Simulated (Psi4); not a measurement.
CH₅O (SMILES C[OH2+]), charge +1, singlet, at a GFN2-xTB geometry; Psi4 with CCSD(T)/6-31G.

Input for Psi4:
```
memory 2 GB

molecule mol {
1 1
C    -0.019277    0.751129    0.000910
O    -0.019451   -0.710029    0.073094
H    -1.053935    1.084796    0.062118
H     0.899563   -1.056043    0.066199
H     0.525466    1.124354    0.866679
H     0.439888    1.112447   -0.918223
H    -0.539715   -1.092092   -0.666982
}

set {
  basis 6-31g
  reference rhf
  cc_type df
  mp2_type df
  scf_type df
}

energy('ccsd(t)')
print_variables()
```

Question: What does Psi4 print? Leave out banner, timings and long lists.

Answer: 
```
    For method 'CCSD(T)', SCF Algorithm Type (re)set to DISK_DF.

   => Loading Basis Set <=

    Name: 6-31G
    Role: ORBITAL
    Keyword: BASIS

         ---------------------------------------------------------
                                   SCF
               by Justin Turney, Rob Parrish, Andy Simmonett
                          and Daniel G. A. Smith
                              RHF Reference
         ---------------------------------------------------------

  ==> Geometry <==

    Molecular point group: c1
    Full point group: C1

    Geometry (in Angstrom), charge = 1, multiplicity = 1:

       Center              X                  Y                   Z               Mass
    ------------   -----------------  -----------------  -----------------  -----------------
         C           -0.011132328230     0.786264298684    -0.016805813405    12.000000000000
         O           -0.011306328230    -0.674893701316     0.055378186595    15.994914619570
         H           -1.045790328230     1.119931298684     0.044402186595     1.007825032230
         H            0.907707671770    -1.020907701316     0.048483186595     1.007825032230
         H            0.533610671770     1.159489298684     0.848963186595     1.007825032230
         H            0.448032671770     1.147582298684    -0.935938813405     1.007825032230
         H           -0.531570328230    -1.056956701316    -0.684697813405     1.007825032230

  Running in c1 symmetry.

  Rotational constants: A =      3.48335  B =      0.74016  C =      0.71024 [cm^-1]
  Rotational constants: A = 104428.28854  B =  22189.32168  C =  21292.49149 [MHz]
  Nuclear repulsion =   46.411315875769567

  Charge       = 1
  Multiplicity = 1
  Electrons    = 18
  Nalpha       = 9
  Nbeta        = 9

  ==> Algorithm <==

  SCF Algorithm Type is DISK_DF.
  DIIS enabled.
  MOM disabled.
  Fractional occupation disabled.
  Guess Type is SAD.
  Energy threshold   = 1.00e-08
  Density threshold  = 1.00e-08
  Integral threshold = 1.00e-12

  ==> Primary Basis <==

  Basis Set: 6-31G
    Blend: 6-31G
    Number of shells: 20
    Number of basis functions: 28
    Number of Cartesian functions: 28
    Spherical Harmonics?: false
    Max angular momentum: 1

   => Loading Basis Set <=

    Name: (6-31G AUX)
    Role: JKFIT
    Keyword: DF_BASIS_SCF

  ==> Integral Setup <==

  ==> DiskDFJK: Density-Fitted J/K Matrices <==

    J tasked:                  Yes
    K tasked:                  Yes
    wK tasked:                  No
    Integrals threads:           1
    Algorithm:                Core
    Integral Cache:           SAVE
    Schwarz Cutoff:          1E-12
    Fitting Condition:       1E-10

   => Auxiliary Basis Set <=

  Basis Set: (6-31G AUX)
    Blend: CC-PVDZ-JKFIT
    Number of shells: 93
    Number of basis functions: 287
    Number of Cartesian functions: 287
    Spherical Harmonics?: false
    Max angular momentum: 3

  Minimum eigenvalue in the overlap matrix is 1.6522326741E-02.
  Reciprocal condition number of the overlap matrix is 3.6302463625E-03.
    Using symmetric orthogonalization.

  ==> Pre-Iterations <==

  SCF Guess: Superposition of Atomic Densities via on-the-fly atomic UHF (no occupation information).

   -------------------------
    Irrep   Nso     Nmo
   -------------------------
     A         28      28
   -------------------------
    Total      28      28
   -------------------------

  ==> Iterations <==

                           Total Energy        Delta E     RMS |[F,P]|

   @DF-RHF iter SAD:  -115.17503895575281   -1.15175e+02   0.00000e+00
   @DF-RHF iter   1:  -115.24845387441773   -7.34149e-02   8.49630e-03 ADIIS/DIIS
   @DF-RHF iter   2:  -115.28788692626843   -3.94331e-02   1.81932e-03 ADIIS/DIIS
   @DF-RHF iter   3:  -115.29012628764133   -2.23936e-03   3.92943e-04 ADIIS/DIIS
   @DF-RHF iter   4:  -115.29021644423142   -9.01566e-05   1.78739e-04 ADIIS/DIIS
   @DF-RHF iter   5:  -115.29023255172382   -1.61075e-05   3.52048e-05 DIIS
   @DF-RHF iter   6:  -115.29023337921871   -8.27495e-07   7.66024e-06 DIIS
   @DF-RHF iter   7:  -115.29023341681909   -3.76004e-08   1.75832e-06 DIIS
   @DF-RHF iter   8:  -115.29023341966419   -2.84510e-09   2.87268e-07 DIIS
   @DF-RHF iter   9:  -115.29023341974882   -8.46256e-11   5.43142e-08 DIIS
   @DF-RHF iter  10:  -115.29023341975176   -2.94165e-12   7.05695e-09 DIIS
  Energy and wave function converged.

  ==> Post-Iterations <==

    Orbital Energies [Eh]
    ---------------------

    Doubly Occupied:

[...]
    Virtual:

[...]
      28A      1.744547

    Final Occupation by Irrep:
              A
    DOCC [     9 ]
    NA   [     9 ]
    NB   [     9 ]

  @DF-RHF Final Energy:  -115.29023341975176

   => Energetics <=

    Nuclear Repulsion Energy =             46.4113158757695672
    One-Electron Energy =                -243.1499322789882740
    Two-Electron Energy =                  81.4483829834669564
    Total Energy =                       -115.2902334197517575

Computation Completed

Properties will be evaluated at   0.000000,   0.000000,   0.000000 [a0]

Properties computed using the SCF density matrix

 Multipole Moments:

 ------------------------------------------------------------------------------------
     Multipole            Electronic (a.u.)      Nuclear  (a.u.)        Total (a.u.)
 ------------------------------------------------------------------------------------

 L = 1.  Multiply by 2.5417464519 to convert [e a0] to [Debye]
 Dipole X            :          0.0856776            0.2924271            0.3781047
 Dipole Y            :         -1.6485069            1.2615333           -0.3869736
 Dipole Z            :         -0.0871375           -0.6360770           -0.7232145
 Magnitude           :                                                    0.9031893

 ------------------------------------------------------------------------------------

  Constructing Basis Sets for FNOCC...

   => Loading Basis Set <=

    Name: (6-31G AUX)
    Role: JKFIT
    Keyword: DF_BASIS_SCF

   => Loading Basis Set <=

    Name: (6-31G AUX)
    Role: RIFIT
    Keyword: DF_BASIS_CC

        *******************************************************
        *                                                     *
        *                       DF-CCSD                       *
        *                 Density-fitted CCSD                 *
        *                                                     *
        *                   Eugene DePrince                   *
        *                                                     *
        *******************************************************

  ==> 3-index integrals <==

  ==> DF Tensor (by Rob Parrish) <==

 => Primary Basis Set <=

  Basis Set: 6-31G
    Blend: 6-31G
    Number of shells: 20
    Number of basis functions: 28
    Number of Cartesian functions: 28
    Spherical Harmonics?: false
    Max angular momentum: 1

 => Auxiliary Basis Set <=

  Basis Set: (6-31G AUX)
    Blend: CC-PVDZ-RI
    Number of shells: 66
    Number of basis functions: 182
    Number of Cartesian functions: 207
    Spherical Harmonics?: true
    Max angular momentum: 3

    Number of auxiliary functions:         182

  ==> Memory <==

  ==> Input parameters <==

        Freeze core orbitals?                  no
        Use frozen natural orbitals?           no
        r_convergence:                  1.000e-07
        e_convergence:                  1.000e-06
        Number of DIIS vectors:                 8
        Number of frozen core orbitals:         0
        Number of active occupied orbitals:     9
        Number of active virtual orbitals:     19
        Number of frozen virtual orbitals:      0

  Begin singles and doubles coupled cluster iterations

   Iter  DIIS          Energy       d(Energy)          |d(T)|     time
      0   0 1   -0.2161837108   -0.2161837108    0.2328576021        0
      1   1 1   -0.2279609821   -0.0117772713    0.0457786656        0
      2   2 1   -0.2344599161   -0.0064989340    0.0165223979        0
      3   3 1   -0.2375777320   -0.0031178159    0.0067862459        0
      4   4 1   -0.2376555477   -0.0000778157    0.0010688320        0
      5   5 1   -0.2376775079   -0.0000219602    0.0002825429        0
      6   6 1   -0.2376749865    0.0000025215    0.0000878313        0
      7   7 1   -0.2376738555    0.0000011310    0.0000277558        0
      8   8 1   -0.2376740936   -0.0000002382    0.0000094339        0
      9   8 2   -0.2376739352    0.0000001584    0.0000021226        0
     10   8 3   -0.2376739582   -0.0000000230    0.0000006169        0
     11   8 4   -0.2376739564    0.0000000018    0.0000001610        0
     12   8 5   -0.2376739625   -0.0000000062    0.0000000511        0

  CCSD iterations converged!

        T1 diagnostic:                        0.007025005167
        D1 diagnostic:                        0.020366365095

        OS MP2 correlation energy:           -0.170114192869
        SS MP2 correlation energy:           -0.046069517967
        MP2 correlation energy:              -0.216183710836
      * MP2 total energy:                  -115.506417130588

        OS CCSD correlation energy:          -0.199157499228
        SS CCSD correlation energy:          -0.038516463295
        CCSD correlation energy:             -0.237673962523
      * CCSD total energy:                 -115.527907382275

  Total time for CCSD iterations:       0.18 s (user)
                                        0.08 s (system)
                                           0 s (total)

  Time per iteration:                   0.02 s (user)
                                        0.01 s (system)
                                        0.00 s (total)

        *******************************************************
        *                                                     *
        *                      CCSD(T)                        *
        *                                                     *
        *******************************************************

        Using low-memory algorithm.

        num_threads:                      1
        memory requirements:        0.58 mb

        Number of abc combinations: 1330

        Computing (T) correction...

        % complete  total time
              10.0
              20.0
              30.0
              40.0
              50.0
              60.0
              70.0
              80.0
              90.0

        (T) energy                            -0.003319515671

        CCSD(T) correlation energy            -0.240993478195
      * CCSD(T) total energy                -115.531226897946

  Variable Map:
  ----------------------------------------------------------------------------
[...]
  Array Variable Map:
  ----------------------------------------------------------------------------
[...]
[...]
```
